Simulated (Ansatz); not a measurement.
Compare A (`CC(F)S[SiH3]`) with its isomer B (`C[Si](C)(F)S`).

Calculated with Ansatz (gas phase, PBE0-D4/def2-TZVP geometries, no zero-point term in ΔE). CCSD(T)/CBS is the MP2 limit (def2-TZVPP, def2-QZVPP) plus CCSD(T) − MP2 in def2-TZVPP, frozen cores. Functionals use def2-TZVPP. B3LYP here is the variant with VWN-RPA as its local correlation; programs differ in this. One conformer a species, not always the lowest.

Task: Which isomer does CCSD(T)/CBS put lower? Give the gap. (Best estimate.)

Result: Ansatz gave: B, by 325.0 kJ/mol.

Task: Give E(B) − E(A) in kJ/mol with r2SCAN-D4, CCSD/def2-TZVPP, B3LYP-D4, CCSD(T)/def2-TZVPP, ωB97M-V, B3LYP, PBE-D4. (An estimate is asked.)

Result: The calculation gave: r2SCAN-D4 -322.0, CCSD/def2-TZVPP -323.5, B3LYP-D4 -314.6, CCSD(T)/def2-TZVPP -320.3, ωB97M-V -321.8, B3LYP -314.6, PBE-D4 -303.4. None reverses the order clearly.

Largest T1 diagnostic: 0.011.

From PBE to PBE0 (25 % exact exchange), in def2-TZVPP and without D4, E(B) − E(A) moves by −10.0 kJ/mol.
